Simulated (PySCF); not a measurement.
C3H5O, SMILES O=C([CH2])C, multiplicity 2.

Geometry optimised at PBE0-D3(BJ)/def2-SVP. The isomer is the one that the SMILES or the coordinates give; other isomers of the formula were not compared.

Computed with PBE0-D3(BJ)/def2-SVP run with PySCF.

Frequencies are harmonic and unscaled.

```json
[
 {"mode": "1", "ν (cm⁻¹)": "62", "IR (km/mol)": "0.1", "moving atoms (share of kinetic energy)": "H 94 %"},
 {"mode": "2", "ν (cm⁻¹)": "366", "IR (km/mol)": "0.1", "moving atoms (share of kinetic energy)": "H 96 %"},
 {"mode": "3", "ν (cm⁻¹)": "386", "IR (km/mol)": "2.0", "moving atoms (share of kinetic energy)": "C 44 %, H 44 %, O 12 %"},
 {"mode": "4", "ν (cm⁻¹)": "510", "IR (km/mol)": "1.4", "moving atoms (share of kinetic energy)": "C 48 %, H 44 %"},
 {"mode": "5", "ν (cm⁻¹)": "532", "IR (km/mol)": "15.0", "moving atoms (share of kinetic energy)": "O 42 %, C 33 %, H 25 %"},
 {"mode": "6", "ν (cm⁻¹)": "734", "IR (km/mol)": "26.2", "moving atoms (share of kinetic energy)": "H 69 %, C 30 %"},
 {"mode": "7", "ν (cm⁻¹)": "840", "IR (km/mol)": "2.7", "moving atoms (share of kinetic energy)": "C 60 %, H 32 %"},
 {"mode": "8", "ν (cm⁻¹)": "920", "IR (km/mol)": "2.9", "moving atoms (share of kinetic energy)": "H 58 %, C 40 %"},
 {"mode": "9", "ν (cm⁻¹)": "1010", "IR (km/mol)": "7.7", "moving atoms (share of kinetic energy)": "H 53 %, C 46 %"},
 {"mode": "10", "ν (cm⁻¹)": "1055", "IR (km/mol)": "3.5", "moving atoms (share of kinetic energy)": "H 55 %, C 29 %, O 16 %"},
 {"mode": "11", "ν (cm⁻¹)": "1272", "IR (km/mol)": "35.3", "moving atoms (share of kinetic energy)": "C 53 %, H 46 %"},
 {"mode": "12", "ν (cm⁻¹)": "1372", "IR (km/mol)": "40.1", "moving atoms (share of kinetic energy)": "H 66 %, C 33 %"},
 {"mode": "13", "ν (cm⁻¹)": "1429", "IR (km/mol)": "26.9", "moving atoms (share of kinetic energy)": "H 91 %, C 8 %"},
 {"mode": "14", "ν (cm⁻¹)": "1447", "IR (km/mol)": "11.2", "moving atoms (share of kinetic energy)": "H 96 %"},
 {"mode": "15", "ν (cm⁻¹)": "1453", "IR (km/mol)": "38.5", "moving atoms (share of kinetic energy)": "H 68 %, C 32 %"},
 {"mode": "16", "ν (cm⁻¹)": "1673", "IR (km/mol)": "76.8", "moving atoms (share of kinetic energy)": "C 63 %, O 35 %"},
 {"mode": "17", "ν (cm⁻¹)": "3060", "IR (km/mol)": "1.5", "moving atoms (share of kinetic energy)": "H 97 %"},
 {"mode": "18", "ν (cm⁻¹)": "3149", "IR (km/mol)": "4.2", "moving atoms (share of kinetic energy)": "H 91 %, C 9 %"},
 {"mode": "19", "ν (cm⁻¹)": "3168", "IR (km/mol)": "1.5", "moving atoms (share of kinetic energy)": "H 95 %"},
 {"mode": "20", "ν (cm⁻¹)": "3198", "IR (km/mol)": "2.0", "moving atoms (share of kinetic energy)": "H 90 %, C 10 %"},
 {"mode": "21", "ν (cm⁻¹)": "3300", "IR (km/mol)": "0.7", "moving atoms (share of kinetic energy)": "H 89 %, C 11 %"}
]
```
